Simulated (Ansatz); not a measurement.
Ir3⁺. Total charge 1; singlet. Geometry relaxed at PBE-D4/def2-TZVP.

```csv
atom,x (Å),y (Å),z (Å)
Ir1,0.0475,-1.3122,-0.4034
Ir2,1.1253,0.6598,0.4304
Ir3,-1.1728,0.6524,-0.0270
```

In the def2 sets Ir takes a core potential; there is no spin–orbit coupling. The restricted singlet is unstable: a solution with broken spin symmetry lies lower. At PBE0-D4/def2-TZVP a quintet of charge 1 lies 1.61 eV below the restricted singlet, each at its own geometry. The structure comes from a short search, and lower isomers may exist.

(1) Estimate the harmonic wavenumbers at RKS PBE-D4/def2-TZVP (Ansatz, unscaled). Is this a minimum?

Answers

(1) 124, 173, 285 cm⁻¹. Yes, no mode is imaginary beyond noise. Zero-point energy 3.5 kJ/mol. Hardware: 4 threads of Intel Xeon on a shared host. Wall time 30 s.
